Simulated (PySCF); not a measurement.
# Ionisation energy of Mn by level of theory

Mn [Ar] 3d5 4s2 (6S) → Mn⁺ [Ar] 3d5 4s1 (7S), as a difference of total energies. All numbers are calculated (PySCF 2.14, the spin-free X2C one-electron Hamiltonian (Gaussian nucleus), in cc-pVTZ-DK (7s6p4d2f1g, 68 functions)). Correlated levels: valence: [Ar] frozen. The calculations carry no spin-orbit coupling.

| method | ionisation energy (eV) | error (eV) |
| --- | --- | --- |
| UHF | 6.022 | -1.412 |
| TPSS | 7.107 | -0.327 |
| M06-2X | 8.106 | +0.672 |
| MP2 (valence) | 6.963 | -0.471 |
| SCS-MP2 (valence) | 7.172 | -0.262 |

Reference: 7.434 eV (measured; NIST Atomic Spectra Database, ionization energies).

Errors of the correlated levels include the incompleteness of this basis and the frozen core.

MP2 underrates the near-degeneracy of ns² with np² in the lower species.
